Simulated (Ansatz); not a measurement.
Bond stretch in HCl (cation, charge +1), doublet.

UKS-PBE = Ansatz (a program for electronic structure) with unrestricted PBE/cc-pVDZ; UKS-CAM-B3LYP = Ansatz with unrestricted CAM-B3LYP/cc-pVDZ; FCI = full CI/cc-pVDZ, frozen core (Ansatz).

Energies relative to the lowest point of each curve near equilibrium, in kcal/mol; the last columns give the error against full CI:

```
R / Å  UKS-PBE  UKS-CAM-B3LYP    FCI  UKS-PBE − FCI  UKS-CAM-B3LYP − FCI
-----  -------  -------------  -----  -------------  -------------------
0.99      73.6           71.6   71.2            2.3                  0.3
1.04      48.5           46.8   46.3            2.3                  0.5
1.12      22.2           20.9   20.3            1.9                  0.6
1.18      10.6            9.6    9.1            1.5                  0.5
1.25       3.1            2.5    2.2            0.9                  0.3
1.30       0.6            0.3    0.2            0.4                  0.1
1.32       0.2            0.0    0.0            0.2                  0.0
1.36       0.0            0.1    0.3           -0.3                 -0.2
1.41       0.9            1.3    1.7           -0.8                 -0.4
1.48       3.8            4.6    5.4           -1.6                 -0.8
1.54       7.2            8.4    9.5           -2.3                 -1.0
1.63      13.4           15.3   16.6           -3.2                 -1.3
1.81      27.3           30.3   32.0           -4.8                 -1.7
2.01      42.0           46.4   48.2           -6.2                 -1.9
2.15      50.8           55.7   58.1           -7.3                 -2.4
2.35      60.1           66.0   69.9           -9.9                 -4.0
2.62      67.4           75.3   82.0          -14.5                 -6.7
2.88      71.3           81.2   90.0          -18.6                 -8.8
3.22      73.8           86.1   96.3          -22.5                -10.2
3.57      74.6           89.0   99.4          -24.8                -10.4
3.97      74.4           90.7  100.7          -26.3                 -9.9
4.61      72.8           91.6  101.1          -28.3                 -9.6
5.25      71.0           91.5  101.2          -30.2                 -9.7
```

UKS-PBE is furthest from FCI at 5.25 (-30.2 kcal/mol, below); its mean absolute error over the points is 9.2 kcal/mol.

UKS-CAM-B3LYP is furthest from FCI at 3.57 (-10.4 kcal/mol, below); its mean absolute error over the points is 3.5 kcal/mol.

The unrestricted determinant behind UKS-PBE is spin-contaminated at 2.35 to 5.25 Å (<S²> up to 1.3, against 0.75 for a pure doublet). The unrestricted determinant behind UKS-CAM-B3LYP is spin-contaminated at 2.15 to 5.25 Å (<S²> up to 1.3, against 0.75 for a pure doublet).
